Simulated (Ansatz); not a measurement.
A run on `[F][In@H-]1[F+][In@@H-]([F])[F+]1` with other settings.

```yaml
crystal:
  periodic: [false, false, false]
  atoms:
    - {symbol: F, position_ang: [2.414916, -1.180980, 0.606815]}
    - {symbol: In, position_ang: [1.503346, 0.512944, 0.526610]}
    - {symbol: F, position_ang: [0.336175, 0.305995, -1.228312]}
    - {symbol: In, position_ang: [-1.556872, -0.325753, -0.520135]}
    - {symbol: F, position_ang: [-1.441648, -2.237924, -0.712848]}
    - {symbol: F, position_ang: [-0.427008, 0.012305, 1.238798]}
    - {symbol: H, position_ang: [1.941591, 2.102406, 0.850682]}
    - {symbol: H, position_ang: [-2.770500, 0.811006, -0.761610]}
basis:
  gaussian: {orbitals: STO-3G}
total_charge: -1
magnetization: {spin_polarized: true, initial_magnetization: 1}
hamiltonian: {xc: {name: r2SCANh}}
scf: {lower_state_search: off}
output: {forces: true}
```

```sh
$ ansatz run in.yaml --threads 4 --pin off --events-out ev --progress --plain --max-ram 10444MiB
```

It prints (some lines left out):

```
Functional definition: r2SCANh
1064 factors; integrals over basis functions are off by at most 1.2e-4 eV
mean field evaluation 1: about -320133.5341 eV, gradient 1.6e1 eV
mean field evaluation 2: about -320129.4862 eV, gradient 3.3e1 eV
mean field evaluation 4: about -320136.7323 eV, gradient 2.1e0 eV
mean field evaluation 8: about -320136.6832 eV, gradient 2.3e-1 eV
mean field evaluation 16: about -320136.6838 eV, gradient 1.3e-4 eV
mean field -320136.68376509 eV, -11764.8061319291 hartree, gradient 6.6e-6 eV, S^2 0.758206; 0 other end points of the search recorded, 0 dependent functions left out
reference -320136.68377169 eV, -11764.8061321717 hartree; 69, 68 occupied and 7, 8 virtual orbitals, 1064 factors
Total energy: -320136.68377169 eV, -11764.8061321717 hartree
Atom 0 at     2.414916    -1.180980     0.606815 Å, force    -0.429034     0.546082    -0.071288 eV/Å
Atom 1 at     1.503346     0.512944     0.526610 Å, force     0.612285     1.586605     0.385675 eV/Å
Atom 2 at     0.336175     0.305995    -1.228312 Å, force    -0.418742    -0.294705     1.458685 eV/Å
Atom 3 at    -1.556872    -0.325753    -0.520135 Å, force    -1.366759     1.043911    -0.287670 eV/Å
Atom 4 at    -1.441648    -2.237924    -0.712848 Å, force     0.081011     0.686097     0.101558 eV/Å
Atom 5 at    -0.427008     0.012305     1.238798 Å, force     0.487482     0.055140    -1.467441 eV/Å
Atom 6 at     1.941591     2.102406     0.850682 Å, force    -0.704762    -2.146410    -0.476929 eV/Å
Atom 7 at    -2.770500     0.811006    -0.761610 Å, force     1.738518    -1.476719     0.357410 eV/Å
Dipole moment:    -0.045152     0.160470     0.003436 e Å
Checks for a lower state left out: stability, starts, cluster_reference, orbital_swaps, neighbouring_geometries, increment
```

Hardware: 4 threads of an Arm Neoverse V1 on a shared host. Wall time 4.1 s, peak host memory 0.46 GiB.
